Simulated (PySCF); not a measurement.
C₄H₁₀OSi.
Atom-mapped SMILES: `[CH2:1]1[CH2:2][SiH2:3][CH2:4][CH2:5][O:6]1`

Geometry (GFN2-xTB, Å), atoms numbered from 1 in this order:
```xyz
16
C4H10OSi angstrom
C      1.1370   -1.0769    0.1686
C      1.5090    0.3747   -0.1416
Si     0.0303    1.5045    0.2492
C     -1.4313    0.4790   -0.4055
C     -1.2227   -0.9930   -0.0420
O     -0.0089   -1.5292   -0.5131
H      0.9940   -1.1977    1.2545
H      1.9359   -1.7541   -0.1493
H      1.7706    0.4445   -1.1981
H      2.3989    0.6367    0.4289
H      0.1372    2.7992   -0.4266
H     -0.0934    1.6850    1.7034
H     -2.3879    0.8064   -0.0002
H     -1.4951    0.5602   -1.4915
H     -1.9986   -1.6146   -0.4999
H     -1.2827   -1.1159    1.0516
```

NICS is the negative of the GIAO shielding at a point without a nucleus: at the ring centre (0) and 1 Å above and below it (1); zz is the component along the ring normal. Level: GIAO PBE0/pcSseg-1 (PySCF, non-relativistic, gas phase) on the GFN2-xTB geometry, one conformer.

Ring bond lengths (Å), with Mayer bond orders in brackets: C1–C2 1.530 (1.02), C2–Si3 1.902 (0.91), Si3–C4 1.902 (0.91), C4–C5 1.531 (1.02), C5–O6 1.408 (0.94), O6–C1 1.408 (0.94).

Give the NICS values of each ring in ppm.

```tsv
ring	type	NICS(0)	NICS(1), two faces	NICS(1)zz, two faces	rms pucker (Å)	centre to ring atoms, mean (Å)
C1–C2–Si3–C4–C5–O6	6-membered ring with O and Si; formal bonds all single	-1.7	-1.7 / -1.5	3.9 / 2.9	0.24	1.55
```

What do they say, and how far can they be read as aromaticity?

- C1–C2–Si3–C4–C5–O6: mean NICS(1)zz 3.4 ppm, deshielded. C1, C2, Si3, C4, C5 have four or more neighbours; no verdict on aromaticity is drawn.

How shielded are the nuclei of the rings and their hydrogens (means over atoms taken as equivalent)?

```tsv
atoms	environment	σ isotropic (ppm)	principal values of the symmetric part, first atom (ppm)
C1 (×2)	sp3 carbon bound to oxygen	115.1	86.0, 96.3, 163.1
C2 (×2)	sp3 carbon bound to silicon	175.9	154.9, 185.0, 187.8
Si3	SiH2 silicon	403.3	383.6, 407.7, 418.7
O6	cyclic ether oxygen	281.3	234.3, 287.3, 322.4
H7 (×4)	methylene hydrogen	27.72	23.6, 28.2, 33.0
H9 (×4)	methylene hydrogen	30.91	27.1, 28.1, 36.5
H11 (×2)	Si–H hydrogen	27.50	24.4, 24.7, 33.4
```

Time: 17 s wall. Hardware: an Arm Neoverse V2 with one thread, shared host. This is the whole shielding run at PBE0/pcSseg-1, SCF included.
